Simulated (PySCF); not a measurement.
ClGeH₅Si, GeH₇NSi, ClGeH₄NSi (calculated)

Computed with PySCF 2.14.0. Calculation on a computer-drawn molecule: the log of a Hartree-Fock and frozen-core CCSD(T) single point meant for a local Hartree-Fock minimum, with one planted fault or none, to be diagnosed. Offsets are logged minus clean, where the clean run is the same molecule without the fault. The reference is restricted for singlets and unrestricted otherwise, and also for a bond in bohr or an excited solution. Adding or removing an electron swaps singlet and doublet. The excited solution moves the top pair (singlet) or top alpha electron (doublet) to the lowest empty orbital. Highest occupied and lowest empty are orbital energies over both spins, largest force is the largest gradient component, triples share is (T) over the correlation energy, the T1 limit is 0.02 restricted and 0.045 unrestricted, electrons count all cores, a negative frequency is imaginary (commonest isotopes), and the dipole is about the centre of nuclear charge; on germanium a core potential holds 10 electrons, which the energies leave out, and 3d is frozen in MP2 and coupled-cluster steps.

Common to all runs: meant charge 0; meant multiplicity 1; meant basis cc-pV(D+d)Z; meant basis and core potential on germanium cc-pVDZ-PP ECP10MDF; logged SCF converged yes; possible faults no fault, one electron removed, one electron added, multiplicity raised by two, geometry at a saddle point, SCF held on an excited solution, minimal basis STO-3G, one bond length entered in bohr, all coordinates scaled.

(1) ClGeH₅Si

Logged structure:
```xyz
8
ClGeH5Si
Si     0.3454     2.3330    -1.3898
Ge     1.7025     0.3631    -1.6036
Cl     3.1812     0.4331     0.0146
H     -0.3123     2.3233    -0.0661
H      1.2054     3.5275    -1.5267
H     -0.6807     2.3305    -2.4583
H      2.5113     0.3004    -2.8977
H      0.9383    -0.9446    -1.4066
```

| Property | Result |
| --- | --- |
| logged electrons | 68 |
| logged basis functions | 94 |
| logged spin squared | 2.014 |
| logged highest occupied | -4.5515 eV |
| logged lowest empty | -2.8717 eV |
| logged largest force | 0.040355 hartree/bohr |
| logged T1 diagnostic | 0.046194 |
| logged D1 diagnostic | 0.27632 |
| logged triples share | 0.031254 |
| logged CC converged | yes |
| logged dipole magnitude | 3.3138 debye |
| logged SCF stable within its kind | yes |
| logged energy HF | -1044.54417 hartree |
| logged energy CCSD(T) | -1044.95331 hartree |
| planted fault | multiplicity raised by two |
| HF energy offset from clean run | 140.7 kcal/mol |
| CCSD(T) energy offset from clean run | 135.8 kcal/mol |

Drawn bonds:
```csv
atom,other atom,order
1,2,1
2,3,1
1,4,1
1,5,1
1,6,1
2,7,1
2,8,1
```

Notes: T1 above single-reference limit.

(2) ClGeH₅Si

Structure as in entry 1.

| Property | Result |
| --- | --- |
| logged electrons | 68 |
| logged basis functions | 94 |
| logged spin squared | 0 |
| logged highest occupied | -10.837 eV |
| logged lowest empty | 2.6546 eV |
| logged largest force | 2.262e-05 hartree/bohr |
| logged lowest frequency | 97.539 cm⁻¹ |
| logged T1 diagnostic | 0.01083 |
| logged D1 diagnostic | 0.025581 |
| logged triples share | 0.023215 |
| logged CC converged | yes |
| logged dipole magnitude | 2.7535 debye |
| logged SCF stable within its kind | yes |
| logged energy HF | -1044.76832 hartree |
| logged energy CCSD(T) | -1045.16979 hartree |
| planted fault | no fault |
| HF energy offset from clean run | 0 kcal/mol |
| CCSD(T) energy offset from clean run | 0 kcal/mol |

Drawn bonds:
```csv
atom,other atom,order
1,2,1
2,3,1
1,4,1
1,5,1
1,6,1
2,7,1
2,8,1
```

(3) ClGeH₅Si

Structure as in entry 1.

| Property | Result |
| --- | --- |
| logged electrons | 67 |
| logged basis functions | 94 |
| logged spin squared | 0.7724 |
| logged highest occupied | -17.024 eV |
| logged lowest empty | -9.0303 eV |
| logged largest force | 0.071083 hartree/bohr |
| logged T1 diagnostic | 0.035199 |
| logged D1 diagnostic | 0.20468 |
| logged triples share | 0.03 |
| logged CC converged | yes |
| logged dipole magnitude | 4.2753 debye |
| logged SCF stable within its kind | yes |
| logged energy HF | -1044.40278 hartree |
| logged energy CCSD(T) | -1044.79837 hartree |
| planted fault | one electron removed |
| HF energy offset from clean run | 229.4 kcal/mol |
| CCSD(T) energy offset from clean run | 233.1 kcal/mol |

Drawn bonds:
```csv
atom,other atom,order
1,2,1
2,3,1
1,4,1
1,5,1
1,6,1
2,7,1
2,8,1
```

(4) ClGeH₅Si

Structure as in entry 1.

| Quantity | Value |
| --- | --- |
| logged electrons | 68 |
| logged basis functions | 94 |
| logged spin squared | 0 |
| logged highest occupied | -3.5528 eV |
| logged lowest empty | -4.9155 eV |
| logged largest force | 0.090424 hartree/bohr |
| logged CC converged | no |
| logged dipole magnitude | 2.3533 debye |
| logged SCF stable within its kind | no |
| logged energy HF | -1044.21927 hartree |
| planted fault | SCF held on an excited solution |
| HF energy offset from clean run | 344.5 kcal/mol |

Drawn bonds:
```csv
atom,other atom,order
1,2,1
2,3,1
1,4,1
1,5,1
1,6,1
2,7,1
2,8,1
```

Notes: CCSD not converged.

(5) GeH₇NSi

Logged structure:
```xyz
10
GeH7NSi
Si    -0.1309    -0.7098    -1.1779
N     -0.6521    -1.5500     0.2352
Ge     0.3294    -2.2940     1.6088
H     -1.0289     0.4355    -1.4636
H     -0.1096    -1.5563    -2.3984
H      1.2437    -0.2171    -0.9367
H     -1.6265    -1.7986     0.2588
H      0.5476    -3.7972     1.3919
H     -0.4387    -2.0899     2.9179
H      1.6775    -1.5774     1.6514
```

| Quantity | Value |
| --- | --- |
| logged electrons | 59 |
| logged basis functions | 95 |
| logged spin squared | 0.7641 |
| logged highest occupied | -17.814 eV |
| logged lowest empty | -6.1744 eV |
| logged largest force | 0.072681 hartree/bohr |
| logged T1 diagnostic | 0.028399 |
| logged D1 diagnostic | 0.16286 |
| logged triples share | 0.023806 |
| logged CC converged | yes |
| logged dipole magnitude | 2.7524 debye |
| logged SCF stable within its kind | yes |
| logged energy HF | -640.55706 hartree |
| logged energy CCSD(T) | -640.96239 hartree |
| planted fault | one electron removed |
| HF energy offset from clean run | 188.8 kcal/mol |
| CCSD(T) energy offset from clean run | 210.8 kcal/mol |

Drawn bonds:
```csv
atom,other atom,order
1,2,1
2,3,1
1,4,1
1,5,1
1,6,1
2,7,1
3,8,1
3,9,1
3,10,1
```

(6) ClGeH₄NSi

Logged structure:
```xyz
8
ClGeH4NSi
Si    -0.9029     2.2308     0.4723
N     -0.0132     1.9541    -1.0002
Ge     0.0960     0.4112    -1.9738
Cl     1.4457     1.2011    -3.5732
H     -0.0075     2.6220     1.5840
H     -1.9178     3.2947     0.3031
H     -1.5759     0.9556     0.8068
H      0.5064     2.7382    -1.3639
```

| Item | Value |
| --- | --- |
| logged electrons | 73 |
| logged basis functions | 103 |
| logged spin squared | 0.7759 |
| logged highest occupied | -15.667 eV |
| logged lowest empty | -7.4066 eV |
| logged largest force | 0.08171 hartree/bohr |
| logged T1 diagnostic | 0.041507 |
| logged D1 diagnostic | 0.25797 |
| logged triples share | 0.029911 |
| logged CC converged | yes |
| logged dipole magnitude | 5.5436 debye |
| logged SCF stable within its kind | yes |
| logged energy HF | -1098.35524 hartree |
| logged energy CCSD(T) | -1098.87244 hartree |
| planted fault | one electron removed |
| HF energy offset from clean run | 209 kcal/mol |
| CCSD(T) energy offset from clean run | 229.5 kcal/mol |

Drawn bonds:
```csv
atom,other atom,order
1,2,1
2,3,1
3,4,1
1,5,1
1,6,1
1,7,1
2,8,1
```
